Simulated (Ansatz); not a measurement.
H$_{7}$InO$_{4}$Si, SMILES `[OH][In-]([OH])([OH])[OH+][SiH3]`, one more setting.

```yaml
crystal:
  periodic: [false, false, false]
  atoms:
    - {symbol: O, position_ang: [-0.506498, 2.246208, 1.469108]}
    - {symbol: In, position_ang: [-1.015890, 0.744815, 0.280433]}
    - {symbol: O, position_ang: [-0.101517, -0.975075, 0.972208]}
    - {symbol: O, position_ang: [-2.630789, 0.558845, -0.842490]}
    - {symbol: O, position_ang: [0.618221, 0.126492, -1.016244]}
    - {symbol: Si, position_ang: [1.398350, -1.299761, -0.366265]}
    - {symbol: H, position_ang: [-1.094149, 3.002302, 1.408149]}
    - {symbol: H, position_ang: [0.226431, -0.970051, 1.874114]}
    - {symbol: H, position_ang: [-3.315796, 1.193964, -0.622507]}
    - {symbol: H, position_ang: [0.959297, 0.408943, -1.866997]}
    - {symbol: H, position_ang: [0.748611, -2.608443, -0.609783]}
    - {symbol: H, position_ang: [2.300691, -1.179385, 0.811399]}
    - {symbol: H, position_ang: [2.433338, -1.283854, -1.476425]}
basis:
  gaussian: {orbitals: def2-TZVPP, nuclear_model: gaussian}
hamiltonian: {xc: {name: B3LYP5}, pseudopotentials: {relativity: scalar}}
output: {forces: true}
```

```sh
$ ansatz run in.yaml --threads 4 --pin off --events-out ev --progress --plain --max-ram 11315MiB
```

Shortened log:

```
Functional definition: B3LYP5
  name "B3LYP5"
  cite "Stephens, Devlin, Chabalowski & Frisch, J. Phys. Chem. 98, 11623 (1994) doi:10.1021/j100096a001"
  cite "Becke, Phys. Rev. A 38, 3098 (1988) doi:10.1103/PhysRevA.38.3098"
  cite "Lee, Yang & Parr, Phys. Rev. B 37, 785 (1988) doi:10.1103/PhysRevB.37.785"
  cite "Vosko, Wilk & Nusair, Can. J. Phys. 58, 1200 (1980) doi:10.1139/p80-159"
  parameter a0 = 0.2
  parameter ax = 0.72
  parameter ac = 0.81
  exchange = (1 - a0 - ax)*slater_x + ax*b88_x + a0*exact_x
  correlation = (1 - ac)*vwn5_c + ac*lyp_c
1773 factors; their error is unknown
mean field evaluation 1: about -21354.1462 eV, gradient 1.2e2 eV
mean field evaluation 2: about -21286.7103 eV, gradient 2.2e2 eV
mean field evaluation 4: about -21375.1061 eV, gradient 1.7e1 eV
mean field evaluation 8: about -21375.5813 eV, gradient 9.1e-2 eV
mean field evaluation 16: about -21375.6420 eV, gradient 6.0e-5 eV
mean field -21375.64203395 eV, -785.5403558171 hartree, gradient 6.0e-5 eV, S^2 0.000000; 0 other end points of the search recorded, 0 dependent functions left out
the calculation of the forces begins
reference -21375.64238010 eV, -785.5403685380 hartree; 37, 37 occupied and 277, 277 virtual orbitals, 1773 factors
Total energy: -21375.64238010 eV, -785.5403685380 hartree
Relativity: scalar
Atom 0 at    -0.506498     2.246208     1.469108 Å, force     0.111116     0.223650     0.201357 eV/Å
Atom 1 at    -1.015890     0.744815     0.280433 Å, force    -0.092891     0.060887     0.028904 eV/Å
Atom 2 at    -0.101517    -0.975075     0.972208 Å, force     0.013915    -0.181674     0.173651 eV/Å
Atom 3 at    -2.630789     0.558845    -0.842490 Å, force    -0.245209    -0.063701    -0.201647 eV/Å
Atom 4 at     0.618221     0.126492    -1.016244 Å, force     0.084857     0.044959    -0.160964 eV/Å
Atom 5 at     1.398350    -1.299761    -0.366265 Å, force     0.281835    -0.277758    -0.055593 eV/Å
Atom 6 at    -1.094149     3.002302     1.408149 Å, force    -0.022400     0.069604     0.016172 eV/Å
Atom 7 at     0.226431    -0.970051     1.874114 Å, force    -0.010939    -0.017974     0.058751 eV/Å
Atom 8 at    -3.315796     1.193964    -0.622507 Å, force    -0.067596     0.029868    -0.005972 eV/Å
Atom 9 at     0.959297     0.408943    -1.866997 Å, force     0.004519     0.037685    -0.043729 eV/Å
Atom 10 at     0.748611    -2.608443    -0.609783 Å, force     0.057668     0.095252     0.011079 eV/Å
Atom 11 at     2.300691    -1.179385     0.811399 Å, force    -0.061121    -0.011471    -0.087374 eV/Å
Atom 12 at     2.433338    -1.283854    -1.476425 Å, force    -0.053753    -0.009328     0.065364 eV/Å
Dipole moment:    -0.272519     0.495854     0.061165 e Å
```

It took 9 s on 4 threads of an Intel Xeon on a shared host, with 1.2 GiB of host memory at the peak.
